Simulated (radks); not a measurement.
The nuclear charge of the sulfur ion S+ is varied continuously with 15 electrons held in [Ne] 3s2 3p3. Method: non-relativistic Kohn-Sham, PBEsol, spin-polarised, spherical densities, point nucleus; open shells are filled with parallel spins first; computed with a radial shooting solver on a logarithmic mesh with Libxc functionals. By the Hellmann-Feynman theorem dE/dZ = E(electron-nucleus)/Z, the electronic potential at the nucleus.

Z     E (hartree)  E(electron-nucleus)/Z (hartree)  HOMO  e(HOMO) (eV)  <r> HOMO (bohr)
15     -340.52939                         -54.0980    3p        -6.253            2.326
15.1   -345.96230                         -54.5601    3p        -7.243            2.268
15.2   -351.44139                         -55.0219    3p        -8.273            2.213
15.3   -356.96666                         -55.4833    3p        -9.341            2.162
15.4   -362.53805                         -55.9445    3p       -10.448            2.114
15.5   -368.15554                         -56.4054    3p       -11.592            2.068
15.6   -373.81911                         -56.8660    3p       -12.774            2.025
15.7   -379.52873                         -57.3264    3p       -13.992            1.984
15.8   -385.28439                         -57.7866    3p       -15.246            1.945
15.9   -391.08605                         -58.2466    3p       -16.536            1.908
16     -396.93370                         -58.7064    3p       -17.862            1.872
16.1   -402.82733                         -59.1661    3p       -19.223            1.839
16.2   -408.76691                         -59.6255    3p       -20.618            1.806
16.3   -414.75243                         -60.0849    3p       -22.049            1.775
16.4   -420.78388                         -60.5440    3p       -23.514            1.745
16.5   -426.86123                         -61.0031    3p       -25.014            1.717
16.6   -432.98449                         -61.4620    3p       -26.547            1.689
16.7   -439.15362                         -61.9208    3p       -28.115            1.662
16.8   -445.36864                         -62.3794    3p       -29.716            1.637
16.9   -451.62951                         -62.8380    3p       -31.350            1.612
17     -457.93623                         -63.2965    3p       -33.019            1.588

The central difference of E at Z = 16 is -58.706 hartree, to compare with the third column; the second derivative is -4.6 hartree.
